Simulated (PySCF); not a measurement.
# Correlation energy of Xe (xenon, neutral)

[Kr] 4d10 5s2 5p5 6s1, 6s spin antiparallel (an excited configuration). Computed with PySCF 2.14 in aug-cc-pVQZ-DK3, with the spin-free X2C one-electron Hamiltonian (Gaussian nucleus). Frozen: [Kr] 4d10; 8 electrons correlated.

MP2 pair energies summed by pair of shells (mhartree):

```csv
pair,energy,share (%)
5p-5p,-80.98,55.1
5s-5p,-43.81,29.8
5p-6s,-13.54,9.2
5s-5s,-7.24,4.9
5s-6s,-1.50,1.0
```

Total MP2 correlation energy: -147.08 mhartree.

Same-spin part -33.00 and opposite-spin part -114.08 mhartree; SCS-MP2 scales them by 1/3 and 6/5 to -147.89 mhartree.
